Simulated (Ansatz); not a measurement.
Method: PBE-D3(BJ)/def2-TZVP (Ansatz, a program for electronic structure). No frequencies were computed at this level.

Ansatz 0.2 input:
```yaml
crystal:
  periodic: [false, false, false]
  atoms:
    - { symbol: N, position_ang: [-2.252657, -0.29987, -0.497779] }
    - { symbol: C, position_ang: [-1.176101, 0.273301, -0.212099] }
    - { symbol: N, position_ang: [0.06275, -0.34966, -0.160804] }
    - { symbol: C, position_ang: [1.092854, 0.321141, 0.139187] }
    - { symbol: O, position_ang: [2.290978, -0.221207, 0.201654] }
    - { symbol: H, position_ang: [-2.147088, -1.293484, -0.696628] }
    - { symbol: H, position_ang: [-1.210781, 1.343115, 0.014545] }
    - { symbol: H, position_ang: [1.108827, 1.393335, 0.373576] }
    - { symbol: H, position_ang: [2.231217, -1.166672, -0.012024] }
basis:
  gaussian: { orbitals: def2-tzvp }
hamiltonian:
  xc: pbe
  dispersion: d3bj
relax:
  max_steps: 150
```

Output:

```
Functional definition: PBE
997 factors; their error is unknown
mean field evaluation 1: about -7147.6551 eV, gradient 8.0e1 eV
mean field evaluation 2: about -7055.1444 eV, gradient 1.7e2 eV
mean field evaluation 4: about -7158.9500 eV, gradient 2.1e1 eV
mean field evaluation 8: about -7160.1116 eV, gradient 4.8e-1 eV
mean field evaluation 16: about -7160.0791 eV, gradient 1.4e-3 eV
mean field -7160.07911594 eV, -263.1280542348 hartree, gradient 1.1e-5 eV, S^2 0.000000; 0 other end points of the search recorded, 0 dependent functions left out
reference -7160.07915107 eV, -263.1280555258 hartree; 19, 19 occupied and 160, 160 virtual orbitals, 997 factors
relax step   1: F+E_penalty+E_count = -7160.23426315 eV  Δ(F+E_penalty+E_count) = +0.000e0 eV  max|allowed force component| = 1.721e0 eV/Å  Δτ_max = 0.0000 Å  (33 SCF iters, accepted)
these checks for a lower state are left out or cut short: starts, cluster_reference, orbital_swaps, neighbouring_geometries, increment
997 factors; their error is unknown
mean field -7160.13009541 eV, -263.1299276959 hartree, gradient 2.5e-5 eV, S^2 0.000000; 0 other end points of the search recorded, 0 dependent functions left out
reference -7160.13013050 eV, -263.1299289855 hartree; 19, 19 occupied and 160, 160 virtual orbitals, 997 factors
relax step   2: F+E_penalty+E_count = -7160.28475358 eV  Δ(F+E_penalty+E_count) = -5.049e-2 eV  max|allowed force component| = 6.426e-1 eV/Å  Δτ_max = 0.0247 Å  (34 SCF iters, accepted)
these checks for a lower state are left out or cut short: starts, cluster_reference, orbital_swaps, neighbouring_geometries, increment
997 factors; their error is unknown
mean field evaluation 32: about -7160.1466 eV, gradient 5.4e-1 eV
mean field -7160.14692671 eV, -263.1305462347 hartree, gradient 1.0e-5 eV, S^2 0.000000; 0 other end points of the search recorded, 0 dependent functions left out
reference -7160.14696162 eV, -263.1305475176 hartree; 19, 19 occupied and 160, 160 virtual orbitals, 997 factors
relax step   3: F+E_penalty+E_count = -7160.30168264 eV  Δ(F+E_penalty+E_count) = -1.693e-2 eV  max|allowed force component| = 7.289e-2 eV/Å  Δτ_max = 0.0223 Å  (34 SCF iters, accepted)
these checks for a lower state are left out or cut short: starts, cluster_reference, orbital_swaps, neighbouring_geometries, increment
997 factors; their error is unknown
mean field -7160.14771489 eV, -263.1305751998 hartree, gradient 2.6e-5 eV, S^2 0.000000; 0 other end points of the search recorded, 0 dependent functions left out
reference -7160.14774970 eV, -263.1305764790 hartree; 19, 19 occupied and 160, 160 virtual orbitals, 997 factors
relax step   4: F+E_penalty+E_count = -7160.30268649 eV  Δ(F+E_penalty+E_count) = -1.004e-3 eV  max|allowed force component| = 4.340e-2 eV/Å  Δτ_max = 0.0127 Å  (34 SCF iters, accepted)
these checks for a lower state are left out or cut short: starts, cluster_reference, orbital_swaps, neighbouring_geometries, increment
997 factors; their error is unknown
mean field -7160.14770604 eV, -263.1305748744 hartree, gradient 1.0e-5 eV, S^2 0.000000; 0 other end points of the search recorded, 0 dependent functions left out
reference -7160.14774085 eV, -263.1305761537 hartree; 19, 19 occupied and 160, 160 virtual orbitals, 997 factors
relax step   5: F+E_penalty+E_count = -7160.30268290 eV  Δ(F+E_penalty+E_count) = +3.594e-6 eV  max|allowed force component| = 4.423e-2 eV/Å  Δτ_max = 0.0019 Å  (36 SCF iters, rejected (line search))
these checks for a lower state are left out or cut short: starts, cluster_reference, orbital_swaps, neighbouring_geometries, increment
997 factors; their error is unknown
mean field -7160.14778524 eV, -263.1305777851 hartree, gradient 1.0e-5 eV, S^2 0.000000; 0 other end points of the search recorded, 0 dependent functions left out
reference -7160.14782005 eV, -263.1305790644 hartree; 19, 19 occupied and 160, 160 virtual orbitals, 997 factors
relax step   6: F+E_penalty+E_count = -7160.30276366 eV  Δ(F+E_penalty+E_count) = -7.717e-5 eV  max|allowed force component| = 2.460e-2 eV/Å  Δτ_max = 0.0009 Å  (36 SCF iters, accepted)
these checks for a lower state are left out or cut short: starts, cluster_reference, orbital_swaps, neighbouring_geometries, increment
997 factors; their error is unknown
mean field evaluation 64: about -7160.1478 eV, gradient 1.0e-5 eV
mean field -7160.14783872 eV, -263.1305797506 hartree, gradient 1.0e-5 eV, S^2 0.000000; 0 other end points of the search recorded, 0 dependent functions left out
reference -7160.14787352 eV, -263.1305810293 hartree; 19, 19 occupied and 160, 160 virtual orbitals, 997 factors
relax step   7: F+E_penalty+E_count = -7160.30285642 eV  Δ(F+E_penalty+E_count) = -9.275e-5 eV  max|allowed force component| = 2.103e-3 eV/Å  Δτ_max = 0.0034 Å  (36 SCF iters, accepted)
997 factors; their error is unknown
mean field -7160.14783872 eV, -263.1305797506 hartree, gradient 1.0e-5 eV, S^2 0.000000; 1 other end points of the search recorded, 0 dependent functions left out
reference -7160.14787352 eV, -263.1305810293 hartree; 19, 19 occupied and 160, 160 virtual orbitals, 997 factors
Total energy: -7160.30289121 eV, -263.1362778244 hartree
Atom 0 at    -2.290228    -0.284357    -0.499928 Å, force     0.000737     0.000858     0.000420 eV/Å
Atom 1 at    -1.177448     0.268205    -0.213244 Å, force     0.000185     0.002103     0.000245 eV/Å
Atom 2 at     0.060926    -0.389835    -0.169656 Å, force    -0.000974    -0.000298    -0.000466 eV/Å
Atom 3 at     1.083701     0.314778     0.136400 Å, force    -0.001724     0.002004     0.000563 eV/Å
Atom 4 at     2.315825    -0.204669     0.208883 Å, force     0.000920     0.000864     0.000444 eV/Å
Atom 5 at    -2.128749    -1.285815    -0.692330 Å, force     0.000962    -0.001543    -0.000175 eV/Å
Atom 6 at    -1.178236     1.348882     0.020371 Å, force    -0.000499    -0.001118    -0.000133 eV/Å
Atom 7 at     1.085192     1.390669     0.369631 Å, force     0.000996    -0.001526    -0.000462 eV/Å
Atom 8 at     2.229017    -1.157859    -0.010498 Å, force    -0.000604    -0.001344    -0.000437 eV/Å
Dipole moment:     0.600565    -0.019163     0.086046 e Å
```

Cost: roughly 30 core-seconds.
